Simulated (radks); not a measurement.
All-electron atom: neutral gallium in [Ar] 3d8 4s2 4p1 5s2 (not the ground configuration).

Calculated with a radial shooting solver on a logarithmic mesh with Libxc functionals: Dirac Kohn-Sham, PBE, spin-unpolarised, spherical densities, point nucleus; open shells are shared between the two j in proportion to 2j + 1.

Energy parts (eV):
part                       energy
total                  -52837.736
kinetic                 53893.196
electron-nucleus      -126699.076
Hartree                 21989.345
exchange-correlation    -2021.200

Orbitals (lengths in bohr, moments of r in powers of bohr; r(max) is where P^2 peaks):
orbital      occ.  eigenvalue (eV)   r(max)  small-component weight
1s1/2           2        -10258.43  0.03178                1.25e-02
2s1/2           2        -1295.212   0.1825                2.41e-03
2p1/2           2        -1150.177   0.1445                2.40e-03
2p3/2           4        -1122.544   0.1474                2.35e-03
3s1/2           2        -177.6013   0.5614                5.61e-04
3p1/2           2        -130.4448   0.5568                5.15e-04
3p3/2           4        -126.6593   0.5648                5.03e-04
3d3/2         3.2         -47.1742   0.5171                3.90e-04
3d5/2         4.8         -46.6411   0.5196                3.87e-04
4s1/2           2         -20.9182    1.662                8.42e-05
4p1/2    0.333333         -11.5613    1.913                6.04e-05
4p3/2    0.666667         -11.2499    1.938                5.90e-05
5s1/2           2          -2.8489    4.896                1.25e-05

The highest occupied level is 5s1/2 at -2.849 eV. Summed over all electrons, <r^2> = 92.04 bohr^2, which gives a Langevin (diamagnetic) susceptibility term of -72.9 x 10^-6 cm^3/mol.
